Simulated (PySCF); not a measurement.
**Correlation energy of Ga (gallium, neutral)**

[Ar] 3d10 4s2 4p1, 2P determinant. Calculation: PySCF 2.14, in cc-pVTZ-DK (6s5p3d1f, 43 functions); the spin-free X2C one-electron Hamiltonian (Gaussian nucleus). Frozen: [Ar] 3d10; 3 electrons correlated.

MP2 pair energies summed by pair of shells (mhartree):

```
 pair  energy  share (%)
4s-4s  -19.52       58.7
4s-4p  -13.73       41.3
```

Total MP2 correlation energy: -33.24 mhartree.

Same-spin part -2.43 and opposite-spin part -30.81 mhartree; SCS-MP2 scales them by 1/3 and 6/5 to -37.78 mhartree.

| level | correlation energy (mhartree) |
| --- | --- |
| CCSD | -46.08 |
| (T) | -0.83 |
| CCSD(T) | -46.91 |

Diagnostics: T1 = 0.013, D1 = 0.0299, largest double amplitude 0.086.

Problem. Is a single reference adequate?

Solution. Mostly. T1 lies below 0.03, but a double amplitude of this size points to a near-degeneracy that CCSD handles and MP2 describes poorly.
